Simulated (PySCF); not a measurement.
# Ionisation energy of S²⁺ by level of theory

S²⁺ [Ne] 3s2 3p2 (3P) → S³⁺ [Ne] 3s2 3p1 (2P), as a difference of total energies. Calculation: PySCF 2.14, in aug-cc-pV(5+d)Z (8s7p6d4f3g2h, 136 functions); no relativity, point nucleus. Correlated levels: valence: [Ne] frozen. The calculations carry no spin-orbit coupling.

| method | ionisation energy (eV) |
| --- | --- |
| UHF | 34.158 |
| LDA | 34.876 |
| PBE | 34.833 |
| PBE0 | 34.875 |
| r2SCAN | 35.027 |
| MN15 | 34.973 |
| r2SCAN0 | 35.000 |
| wB97X-V | 34.656 |
| MP2 (valence) | 34.701 |
| SCS-MP2 (valence) | 34.606 |

**Question.** How much does correlation contribute at MP2 (valence)?

**Answer.** 34.701 − (34.158) = 0.543 eV, measured against UHF.

A first-order spin-orbit estimate (lowest level to lowest level, LS coupling) adds -0.009 eV.

For comparison: 34.86 ± 0.04 eV (semi-empirical (NIST evaluation); NIST Atomic Spectra Database, ionization energies).
